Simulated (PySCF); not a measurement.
## `C#CC(=O)/C=C\[O-]`, [C$_{5}$H$_{3}$O$_{2}$]-, charge -1

Molfile (atoms numbered from 1):
```
C5H3O2
     RDKit          3D

 10  9  0  0  0  0  0  0  0  0999 V2000
   -2.4295   -0.3344   -0.2760 C   0  0  0  0  0  0  0  0  0  0  0  0
   -1.3410    0.1202    0.0165 C   0  0  0  0  0  0  0  0  0  0  0  0
   -0.0972    0.8141    0.4134 C   0  0  0  0  0  0  0  0  0  0  0  0
   -0.2242    1.9849    0.8115 O   0  0  0  0  0  0  0  0  0  0  0  0
    1.1250    0.1043    0.3101 C   0  0  0  0  0  0  0  0  0  0  0  0
    1.3428   -1.2253   -0.1356 C   0  0  0  0  0  0  0  0  0  0  0  0
    0.5495   -2.0772   -0.5360 O   0  0  0  0  0  0  0  0  0  0  0  0
   -3.3657   -0.7816   -0.5475 H   0  0  0  0  0  0  0  0  0  0  0  0
    2.0053    0.6773    0.6208 H   0  0  0  0  0  0  0  0  0  0  0  0
    2.4456   -1.4961   -0.0958 H   0  0  0  0  0  0  0  0  0  0  0  0
  1  2  3  0
  2  3  1  0
  3  4  2  0
  3  5  1  0
  5  6  2  0
  6  7  1  0
  1  8  1  0
  5  9  1  0
  6 10  1  0
M  CHG  1   7  -1
M  END
```

Theory: PySCF, TDDFT CAM-B3LYP/def2-TZVPD excited states, vertical, gas phase. Geometry: PBE0-D3(BJ)/def2-SVP.

For a gas-phase anion, states above the detachment energy (about 2.7 eV, taken as minus the energy of the highest occupied orbital) lie in the continuum and depend on the basis.

(1) How strongly do the lowest singlets absorb one photon, and two photons of half the energy?

Answers

(1) δ for parallel linear polarisation; σ at the peak of a Lorentzian of half width 0.1 eV, single beam; Ω is circular over linear.
```csv
state,E (eV),f,photon λ (nm),δ (au),σ (GM),Ω,main
S1,4.00,0.000,620,0.12,0.00,1.49,HOMO−1→LUMO+1 0.83
S2,4.25,0.285,583,136,0.90,0.97,HOMO→LUMO+1 0.96
S3,4.46,0.001,555,1.09,0.01,1.50,HOMO−2→LUMO+1 0.86
S4,4.48,0.006,553,112,0.82,1.50,"HOMO→LUMO+2 0.54, HOMO→LUMO 0.36"
S5,5.01,0.006,495,14.3,0.13,1.50,"HOMO→LUMO 0.46, HOMO→LUMO+2 0.27"
S6,5.17,0.012,479,341,3.34,1.07,"HOMO−1→LUMO+2 0.52, HOMO−1→LUMO 0.35"
```

Among these, the strongest one-photon state is S2, the strongest two-photon state S6.
